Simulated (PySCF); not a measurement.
C$_{2}$H$_{6}$Cl$_{2}$Si (SMILES C[Si](C)(Cl)Cl), singlet, at a GFN2-xTB geometry.

Input for PySCF:
```python
from pyscf import gto, scf, dft

mol = gto.Mole()
mol.atom = '''
    C     1.39412504   -1.53470091   -0.23312337
    Si   -0.02280346   -0.29923318    0.05226009
    C    -1.59822436   -1.14354604    0.70087042
    Cl    0.58008648    1.10144890    1.39720879
    Cl   -0.44748036    0.63864468   -1.70111043
    H     1.11693539   -2.29088516   -0.96147875
    H     2.28529446   -1.03451143   -0.60339701
    H     1.66362802   -2.04466112    0.68690871
    H    -2.39633076   -0.42253728    0.85786579
    H    -1.96333966   -1.88823681   -0.00004098
    H    -1.41664703   -1.64201277    1.64834648
'''
mol.basis = 'pc-1'
mol.verbose = 4
mol.build()

mf = dft.RKS(mol)
mf.xc = 'r2scan'
mf = mf.density_fit(auxbasis='def2-universal-jkfit')
mf.kernel()
```

What does this run give for the total energy, HOMO energy, dipole moment, Mulliken (on the basis functions themselves) charges in atom order, HOMO-LUMO gap?


* **total energy**: -1289.6897 Eh
* **HOMO energy**: -7.71 eV
* **dipole moment**: 2.42 D
* **Mulliken (on the basis functions themselves) charges in atom order**: C1 -0.62, Si2 0.98, C3 -0.62, Cl4 -0.32, Cl5 -0.32, H6 0.15, H7 0.15, H8 0.15, H9 0.15, H10 0.15, H11 0.15
* **HOMO-LUMO gap**: 8.08 eV

Roughly what does it cost on one core?

very roughly 20 core-seconds.
